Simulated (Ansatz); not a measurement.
`N[SiH2]S[SiH](N)Cl`, charge 0, multiplicity 1.

(1) Give a relaxed structure at PBE0-D4/def2-TZVP (Ansatz). (Estimate.)

## Answers

(1) Computed: 
Cartesian coordinates in Å:
```
N 1.082 -0.550 1.824
Si 1.649 0.181 0.390
S 0.987 -0.658 -1.499
Si -0.953 0.166 -1.542
N -1.716 -0.081 -0.027
Cl -1.003 2.203 -1.821
H 1.432 -1.449 2.113
H 0.111 -0.430 2.066
H 3.117 -0.010 0.332
H 1.257 1.606 0.400
H -1.617 -0.416 -2.730
H -1.813 -1.030 0.301
H -2.533 0.468 0.193
```
This is one stationary point; other conformers may exist.
